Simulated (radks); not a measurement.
Question: Mo+, configuration [Kr] 4d5. Method: Dirac Kohn-Sham, PBE, spin-unpolarised, spherical densities, finite nucleus; open shells fill j = l - 1/2 first; Fermi nuclear charge, rms radius 4.4091 fm; computed with a radial shooting solver on a logarithmic mesh with Libxc functionals. Some entries of the table are withheld. Estimate them.

orbital  occ.  eigenvalue (hartree)  r(max) (bohr)  <r^2> (bohr^2)
1s1/2       2             -728.3382        0.02287        0.001669
2s1/2       2             -103.0503         0.1297         0.02779
2p1/2       2             -94.81985         0.1009             (1)
2p3/2       4             -90.90375         0.1048             (2)
3s1/2       2             -17.74131         0.3838          0.2106
3p1/2       2             -14.60915         0.3710          0.2088
3p3/2       4             -13.96444         0.3803          0.2191
3d3/2       4                   (3)         0.3211          0.2055
3d5/2       6                   (4)         0.3238          0.2089
4s1/2       2              -2.60791         0.9901           1.395
4p1/2       2              -1.72200          1.056           1.704
4p3/2       4              -1.63117          1.081           1.793
4d3/2       4              -0.38492          1.375           4.357
4d5/2       1              -0.37705          1.388           4.466
5s1/2       0              -0.36020          2.804           12.14
5p1/2       0              -0.22086          3.499           19.40
5p3/2       0              -0.21447          3.590           20.27

Answer: 
(1) 2p1/2 <r^2> (bohr^2): 0.02099
(2) 2p3/2 <r^2> (bohr^2): 0.02235
(3) 3d3/2 eigenvalue (hartree): -8.42810
(4) 3d5/2 eigenvalue (hartree): -8.30605
